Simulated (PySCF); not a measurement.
CH4Cl2OSn (SMILES [CH3][Sn]([OH])([Cl])[Cl]), singlet, at a GFN2-xTB geometry (such geometries of metal compounds can be far from the true shape) (all electrons, no relativity), with bond 7-1 at 1.4 times its length.

Here is a job for PySCF.
```python
from pyscf import gto, scf, mcscf
import numpy

mol = gto.M(
    atom='''
C     2.15285455   -1.02122552   -0.08713899
Sn    0.13057610   -0.19100717   -0.07455816
O    -1.01528858   -1.49310047   -1.02489361
Cl   -0.13987354    1.81572092   -1.19944321
Cl   -0.84458512    0.08913505    2.00964870
H     2.35023210   -1.43752750    0.89320486
H     3.12024527    0.10201167   -0.40939956
H     2.17286336   -1.78974799   -0.84980965
H    -1.95476939   -1.31384704   -1.04967237
''',
    basis='sto-3g',
    verbose=3,
)

mf = scf.RHF(mol)
mf.kernel()
mc = mcscf.CASSCF(mf, 3, 2)
mc.kernel()
occ = numpy.linalg.eigvalsh(mc.fcisolver.make_rdm1(mc.ci, mc.ncas, mc.nelecas))[::-1]
ss = mc.fcisolver.spin_square(mc.ci, mc.ncas, mc.nelecas)[0]
print('natural occupations', occ.round(4), ' <S^2>', round(ss, 4))
```

Q: Predict the nuclear repulsion energy from CASSCF(2,3)/STO-3G run with PySCF.

A: 760.9439 Eh

Q: What SCF-reference HOMO-LUMO gap does CASSCF(2,3)/STO-3G give?

A: 15.99 eV

Q: Predict the SCF-reference Mulliken (on the basis functions themselves) charges in atom order from CASSCF(2,3)/STO-3G.

A: C1 -0.29, Sn2 1.32, O3 -0.48, Cl4 -0.44, Cl5 -0.44, H6 0.07, H7 0.02, H8 0.07, H9 0.17

Q: Give the natural occupations of the active orbitals at the level CASSCF(2,3)/STO-3G.

A: 1.97, 0.03, 0.00

Q: What number of basis functions does CASSCF(2,3)/STO-3G give?

A: 59
